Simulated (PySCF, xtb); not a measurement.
C₃H₆BFO₂, SMILES C=C(OC)B(O)F. Other conformers were not sampled.

Harmonic wavenumbers (cm⁻¹) from GFN2-xTB (xtb 6.7.1) at its own minimum, in rising order: 44, 114, 138, 240, 321, 337, 338, 404, 521, 613, 635, 710, 725, 850, 929, 939, 1052, 1119, 1155, 1164, 1269, 1333, 1383, 1404, 1466, 1485, 1642, 2928, 2943, 3028, 3123, 3168, 3593.

What does PBE-D3(BJ)/def2-SVP (PySCF 2.14.0) give at its own minimum? (The exact figures need the calculation; the answer reports its results.)

52, 126, 161, 258, 327, 350, 379, 415, 538, 547, 693, 725, 730, 816, 909, 967, 1065, 1128, 1169, 1207, 1335, 1381, 1406, 1417, 1425, 1433, 1623, 2921, 2991, 3082, 3102, 3202, 3736. Paired by order, the mean absolute difference is 31 cm⁻¹ and the zero-point energies are 58.8 and 59.5 kcal/mol.
